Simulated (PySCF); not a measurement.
Numbering as in the mapped SMILES `[O:1]=[S:2](=[O:3])([O-:4])[c:5]1[cH:6][cH:7][cH:8][s:9]1` (H(Xn): hydrogen on atom n).

Geometry: PBE0-D3(BJ)/def2-SVP; GIAO shifts from PySCF 2.14, gas phase, non-relativistic, averaged over equivalent atoms.

At PBE0/pcSseg-1 (182 basis functions, 24 s wall time on 1 thread of an Arm Neoverse V2, shared host):
```csv
atoms,δ (ppm)
O1/O3/O4,255.1
S2,311.3
S9,213.7
C5,174.8
C6,127.0
C8,127.0
C7,125.8
H(C6),7.25
H(C8),6.46
H(C7),6.39
```

Chemical shifts δ = σref − σ; ¹⁷O (334.56 ppm) vs H2O; CS2 for ³³S (495.66 ppm); TMS for ¹³C (184.41 ppm) and ¹H (31.27 ppm), all at this level.

Estimate the result of repeating the calculation with wB97X-D/pcSseg-1.

Results:


```json
{"atoms": "O1/O3/O4", "δ at wB97X-D/pcSseg-1": "247.3", "change": "-7.8"}
{"atoms": "S2", "δ at wB97X-D/pcSseg-1": "314.5", "change": "+3.2"}
{"atoms": "S9", "δ at wB97X-D/pcSseg-1": "217.5", "change": "+3.8"}
{"atoms": "C5", "δ at wB97X-D/pcSseg-1": "177.5", "change": "+2.7"}
{"atoms": "C6", "δ at wB97X-D/pcSseg-1": "128.2", "change": "+1.2"}
{"atoms": "C8", "δ at wB97X-D/pcSseg-1": "129.6", "change": "+2.6"}
{"atoms": "C7", "δ at wB97X-D/pcSseg-1": "127.4", "change": "+1.6"}
{"atoms": "H(C6)", "δ at wB97X-D/pcSseg-1": "7.27", "change": "+0.02"}
{"atoms": "H(C8)", "δ at wB97X-D/pcSseg-1": "6.51", "change": "+0.05"}
{"atoms": "H(C7)", "δ at wB97X-D/pcSseg-1": "6.40", "change": "+0.01"}
```

Scale: ¹⁷O (σref 333.19) against H2O; ³³S (σref 493.71) vs CS2; ¹³C (σref 184.54) and ¹H (σref 31.38) against TMS (reference shieldings calculated alike).

The largest change is at O1/O3/O4 (oxygen of an anionic S–O group). Cost: 182 basis functions, 24 s wall time on 1 thread of an Arm Neoverse V2, shared host. The order of the carbon signals changes between the two levels.

Unscaled 17O shifts of doubly bonded oxygen tend to come out too high, by tens of ppm or more. Experimental scales use liquid or dissolved standards, which lie at an offset from isolated H2O (liquid H2O: subtract about 36 ppm).
